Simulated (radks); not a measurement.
Results of a calculation; reference values are marked as such.
Task: These are the eigenvalues of the occupied orbitals of an atom or ion with whole-number occupations (hartree). Level of theory: scalar-relativistic Kohn-Sham, PBEsol, spin-polarised, spherical densities, point nucleus (a radial shooting solver on a logarithmic mesh with Libxc functionals).

orbital  eigenvalue
1s up     -849.7521

Which element is it, and in what charge state? The configuration may be excited. Open shells, if any, are filled with parallel spins first.

Result: Z = 41, niobium, charge +40: Nb40+ in 1s1. The 1s level, -849.75 hartree, gives Z - s = 41.2 by -(Z - s)^2/2, which with screening and relativity narrows Z to a few neighbours, and with so few levels the electron count can be read from the list.
